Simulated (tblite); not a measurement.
Record of a relaxation.

Species: C7H17NP (charge -1).
SMILES with atom numbers: `[CH3:1][CH2:2][CH2:3][CH2:4][P-:5][N:6]([CH3:7])[CH2:8][CH3:9]` (hydrogens: H10, H11, H12 on C1; H13, H14 on C2; H15, H16 on C3; H17, H18 on C4; H19, H20, H21 on C7; H22, H23 on C8; H24, H25, H26 on C9)

Computed with GFN2-xTB (tblite), gas phase: L-BFGS steps from a force-field or distance-geometry start until the largest atomic force falls under 0.01 eV/Å. 4 of its 247 geometries are shown.

Step 0: E = -795.3678 eV, largest atomic force 3.841 eV/Å
```
atom  x, y, z in Å  |  force x, y, z in eV/Å
C1      3.846   -0.851   -0.343   -0.773  -1.599   0.023
C2      2.789    0.209   -0.692    1.649  -0.001  -0.264
C3      1.902    0.290    0.514   -0.025  -0.054   1.061
C4      0.776    1.293    0.396    0.317   0.525   2.328
P5     -0.332    0.941   -0.960    0.028   0.173  -3.837
N6     -1.879    0.314   -0.527    0.783  -0.125  -0.335
C7     -2.937    1.251   -0.481   -1.162   0.957   0.638
C8     -1.871   -0.635    0.527   -0.190   0.394   1.483
C9     -3.019   -1.595    0.348   -0.600  -1.287  -0.547
H10     3.449   -1.423    0.540    0.702   0.342  -0.711
H11     3.942   -1.608   -1.154    0.295   0.606   0.449
H12     4.802   -0.427   -0.079    0.234  -0.024  -0.055
H13     3.379    1.154   -0.839   -0.968  -0.410  -0.084
H14     2.277   -0.070   -1.629   -0.139   0.399   0.671
H15     1.514   -0.729    0.764   -0.031   0.659  -0.401
H16     2.510    0.592    1.406   -0.018  -0.176  -0.420
H17     1.243    2.312    0.304   -0.499  -0.577   0.161
H18     0.206    1.207    1.355    0.235   0.538  -0.248
H19    -2.973    1.840    0.487   -0.005  -0.221  -0.437
H20    -2.913    1.991   -1.308    0.431  -0.617   0.435
H21    -3.905    0.725   -0.557    0.061   0.158  -0.046
H22    -2.003   -0.052    1.482   -0.165  -0.475   0.123
H23    -0.898   -1.157    0.677   -0.505   0.288  -0.740
H24    -3.979   -1.039    0.352    0.545  -0.591   0.173
H25    -3.023   -2.406    1.105   -0.127   0.569  -0.212
H26    -2.925   -2.105   -0.649   -0.072   0.550   0.791
```

Step 82: E = -796.5175 eV, largest atomic force 0.065 eV/Å
```
atom  x, y, z in Å  |  force x, y, z in eV/Å
C1      3.898   -0.858   -0.227    0.040  -0.007   0.026
C2      2.813    0.147   -0.592    0.024  -0.022  -0.018
C3      1.841    0.438    0.543    0.013  -0.002  -0.009
C4      0.702    1.332    0.058   -0.022  -0.009  -0.023
P5     -0.367    0.559   -1.337    0.015   0.011  -0.003
N6     -1.870    0.249   -0.506   -0.002  -0.008   0.049
C7     -2.733    1.360   -0.211    0.015  -0.009   0.002
C8     -1.915   -0.793    0.485   -0.038  -0.049   0.011
C9     -3.161   -1.681    0.347    0.005   0.007  -0.007
H10     3.465   -1.826    0.019   -0.022   0.015  -0.014
H11     4.589   -0.991   -1.061   -0.018  -0.035   0.014
H12     4.472   -0.517    0.635   -0.007   0.025   0.015
H13     3.284    1.081   -0.911   -0.029   0.031   0.006
H14     2.220   -0.227   -1.427   -0.029   0.007  -0.023
H15     1.423   -0.503    0.911    0.008  -0.007  -0.017
H16     2.374    0.921    1.376   -0.001  -0.002   0.033
H17     1.121    2.275   -0.312   -0.007  -0.016   0.004
H18     0.035    1.569    0.893   -0.015   0.012  -0.009
H19    -2.545    1.801    0.786   -0.006   0.007  -0.020
H20    -2.567    2.125   -0.966   -0.001   0.013   0.008
H21    -3.789    1.053   -0.244    0.015   0.006   0.001
H22    -1.888   -0.381    1.516    0.014  -0.005  -0.023
H23    -1.024   -1.410    0.346   -0.031  -0.004  -0.007
H24    -4.074   -1.106    0.501    0.051   0.003   0.016
H25    -3.138   -2.492    1.078    0.027   0.039  -0.045
H26    -3.188   -2.101   -0.656    0.001  -0.002   0.033
```

Step 164: E = -796.5430 eV, largest atomic force 0.044 eV/Å
```
atom  x, y, z in Å  |  force x, y, z in eV/Å
C1      3.746   -0.914   -0.071   -0.029   0.014  -0.003
C2      2.735    0.117   -0.562    0.004   0.008  -0.014
C3      1.716    0.508    0.500    0.030  -0.014  -0.013
C4      0.666    1.455   -0.083    0.033  -0.022  -0.001
P5     -0.399    0.718   -1.487    0.006   0.001   0.013
N6     -1.835    0.252   -0.602   -0.023  -0.006  -0.015
C7     -2.688    1.306   -0.123    0.010   0.004   0.001
C8     -1.735   -0.866    0.298   -0.016   0.000   0.004
C9     -3.044   -1.658    0.399   -0.002  -0.007   0.011
H10     3.246   -1.837    0.214   -0.035   0.001   0.002
H11     4.475   -1.148   -0.846   -0.003   0.017  -0.002
H12     4.280   -0.536    0.802    0.021   0.002  -0.002
H13     3.262    1.016   -0.896    0.017  -0.004   0.014
H14     2.172   -0.265   -1.417   -0.002  -0.031   0.017
H15     1.223   -0.393    0.874    0.000   0.015  -0.016
H16     2.235    0.985    1.348   -0.041   0.016   0.006
H17     1.170    2.337   -0.492    0.005   0.003   0.016
H18    -0.012    1.794    0.708    0.025   0.006  -0.018
H19    -2.444    1.628    0.907   -0.012   0.004  -0.008
H20    -2.569    2.159   -0.789   -0.025   0.004   0.019
H21    -3.742    0.990   -0.133    0.022   0.010   0.000
H22    -1.440   -0.552    1.321    0.002   0.001  -0.002
H23    -0.946   -1.512   -0.096   -0.028  -0.005  -0.006
H24    -3.806   -1.083    0.923    0.006  -0.009  -0.022
H25    -2.879   -2.585    0.947    0.005  -0.016  -0.009
H26    -3.408   -1.893   -0.600    0.028   0.008   0.030
```

Step 246: E = -796.5652 eV, largest atomic force 0.009 eV/Å
```
atom  x, y, z in Å  |  force x, y, z in eV/Å
C1      3.184   -1.121    0.214   -0.005   0.004   0.000
C2      2.453   -0.007   -0.525    0.003   0.000  -0.001
C3      1.620    0.870    0.400    0.003  -0.001  -0.002
C4      0.717    1.810   -0.398    0.004   0.000   0.002
P5     -0.524    0.993   -1.587   -0.004  -0.002   0.001
N6     -1.705    0.342   -0.478   -0.002   0.003  -0.001
C7     -2.520    1.248    0.279    0.000   0.000  -0.001
C8     -1.458   -0.916    0.170   -0.003   0.003   0.001
C9     -2.672   -1.854    0.120    0.000   0.000  -0.004
H10     2.472   -1.764    0.728   -0.002  -0.008  -0.001
H11     3.761   -1.733   -0.480    0.004  -0.004   0.003
H12     3.868   -0.709    0.958    0.003   0.004   0.000
H13     3.176    0.616   -1.060   -0.004   0.002  -0.003
H14     1.763   -0.423   -1.264   -0.001   0.004   0.002
H15     0.998    0.232    1.031   -0.002   0.003  -0.001
H16     2.278    1.454    1.062    0.000  -0.001   0.002
H17     1.330    2.453   -1.038    0.000  -0.003  -0.002
H18     0.167    2.462    0.293    0.000   0.000   0.000
H19    -2.115    1.447    1.290   -0.003   0.001  -0.003
H20    -2.573    2.190   -0.264    0.002  -0.001   0.004
H21    -3.540    0.854    0.402    0.001   0.000  -0.001
H22    -1.168   -0.783    1.233    0.001   0.002   0.008
H23    -0.625   -1.389   -0.355   -0.003  -0.008   0.001
H24    -3.504   -1.444    0.691    0.006  -0.004  -0.002
H25    -2.414   -2.828    0.536    0.002   0.004  -0.005
H26    -2.988   -1.978   -0.913   -0.002   0.002   0.004
```

Question: Summarise the path.

Answer: The energy falls by 27.61 kcal/mol from step 0 to step 246; nine tenths of that is first reached at step 40. It falls at every step. The largest force goes from 3.841 to 0.009 eV/Å. Among the bonds C4–P5 changes most, from 1.786 to 1.903 Å; the atoms move by 0.941 Å rms after alignment.

The cost below is that of the whole relaxation. On Arm Neoverse V2, one thread, shared host, this took 1.9 s.
